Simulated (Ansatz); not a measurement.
Cost and result up the ladder for dimethylphenylsulfonium mesylate, `CS(=O)(=O)[O-].C[S+](C)c1ccccc1` (28 atoms). Charge 0, multiplicity 1. Geometry: PBE0-D4/def2-SVP.

Ansatz on 4 threads of Arm Neoverse V2 on a shared host. Times are rough, and most runs start from the orbitals of an earlier one. PBE0-D4/def2-TZVP serves as the yardstick here, not as an exact answer. Differences are given only for rows in sets of like size (and for xTB, whose basis is part of the method), since another set adds its own error. Binding counts from free atoms at the same level (C triplet, S triplet, O triplet, H doublet; other spins of the atoms weren't run), without zero-point energy or a counterpoise term.

B3LYP takes the VWN-RPA correlation. Correlated methods freeze 22 core orbitals. The rows differ in basis, and correlated rows in double-zeta sets carry the largest basis error. In the singlet geometry the species has come apart into loosely held pieces.

Run but left out: HF/STO-3G, HF/6-31G (restricted singlet, unstable in another Hartree–Fock run and untested here).

Correlated methods converge slowly with the basis, most of all in double-zeta sets.

```json
{"level": "PBE-D4/def2-TZVP (with forces)", "functions": "530", "binding energy per atom (eV)": "4.47", "difference from PBE0-D4/def2-TZVP (eV)": "0.11", "remarks": "–"}
{"level": "B3LYP-D4/6-31G", "functions": "162", "binding energy per atom (eV)": "3.87", "difference from PBE0-D4/def2-TZVP (eV)": "–", "remarks": "–"}
{"level": "r2SCAN-D4/def2-TZVP", "functions": "530", "binding energy per atom (eV)": "4.34", "difference from PBE0-D4/def2-TZVP (eV)": "-0.01", "remarks": "–"}
{"level": "MP2/def2-SVP", "functions": "274", "binding energy per atom (eV)": "4.11", "difference from PBE0-D4/def2-TZVP (eV)": "–", "remarks": "restricted SCF unstable"}
{"level": "PBE0-D4/def2-SVP", "functions": "274", "binding energy per atom (eV)": "4.33", "difference from PBE0-D4/def2-TZVP (eV)": "–", "remarks": "–"}
{"level": "PBE-D4/def2-SVP", "functions": "274", "binding energy per atom (eV)": "4.45", "difference from PBE0-D4/def2-TZVP (eV)": "–", "remarks": "–"}
{"level": "PBE0-D4/def2-TZVP (with forces)", "functions": "530", "binding energy per atom (eV)": "4.35", "difference from PBE0-D4/def2-TZVP (eV)": "0.00", "remarks": "–"}
```

**Question.** Estimate how long each takes.

**Answer.** B3LYP-D4/6-31G 6.5 s; PBE-D4/def2-SVP 7.5 s; PBE0-D4/def2-SVP 14 s; MP2/def2-SVP 15 s; PBE-D4/def2-TZVP (with forces) 19 s; r2SCAN-D4/def2-TZVP 30 s; PBE0-D4/def2-TZVP (with forces) 64 s. On shared hardware such times vary by a factor of up to 3.
